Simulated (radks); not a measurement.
The numbers below are computed, except where a source is named.
These are the eigenvalues of the occupied orbitals of an atom or ion with whole-number occupations (Ry). Level of theory: scalar-relativistic Kohn-Sham, PBEsol, spin-polarised, spherical densities, point nucleus (a radial shooting solver on a logarithmic mesh with Libxc functionals).

orbital  eigenvalue
1s up     -176.6361
1s down   -176.6085
2s up     -15.63815
2s down   -15.60838
2p up     -11.60244
2p down   -11.56782
3s up      -1.38279
3p up      -0.61156
3p down    -0.47767

Which element is it, and in what charge state? The configuration may be excited. Open shells, if any, are filled with parallel spins first.

Answer. Z = 16, sulfur, charge 0: S in [Ne] 3s1 3p5. The list shows which subshells hold electrons but not how many an open one holds; the 1s level, -88.318 hartree, gives Z - s = 13.3 by -(Z - s)^2/2, which with screening and relativity narrows Z to a few neighbours, and the depths of the outer levels then fix element, charge and occupations together.
